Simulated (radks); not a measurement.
Q: The table gives one normalised radial function P(r) = r R(r) of Ar2+ in [Ne] 3s2 3p(up 3, down 1) (r in bohr). All-electron calculation, non-relativistic Kohn-Sham, PBE, spin-polarised, spherical densities, point nucleus. Program: a radial shooting solver on a logarithmic mesh with Libxc functionals.

r,P
0.004009,0.0009
0.005056,0.0015
0.006428,0.0024
0.008171,0.0038
0.01039,0.0060
0.0131,0.0093
0.01665,0.0146
0.02117,0.0226
0.02691,0.0347
0.03394,0.0519
0.04315,0.0774
0.05485,0.1130
0.06973,0.1605
0.08794,0.2182
0.1118,0.2876
0.1421,0.3587
0.1807,0.4163
0.2278,0.4373
0.2896,0.3957
0.3682,0.2662
0.4681,0.0424
0.5903,-0.2415
0.7504,-0.5489
0.954,-0.7931
1.213,-0.8929
1.529,-0.8206
1.944,-0.6126
2.472,-0.3656
3.142,-0.1697
3.963,-0.0600
5.037,-0.0138

Which n and l does it have? It may be an empty orbital.

A: n = 3, l = 1: the number of nodes gives n - l - 1 = 1, the rise at small r (about r^(l+1)) gives l, and the extent must fit the shell. The curve is that of 3p up; the table hardly tells the two spins apart. 3p up: eigenvalue -36.472 eV, 1 radial node at r = 0.486 bohr, <r> = 1.46 bohr, 90 % of the charge inside 2.23 bohr.
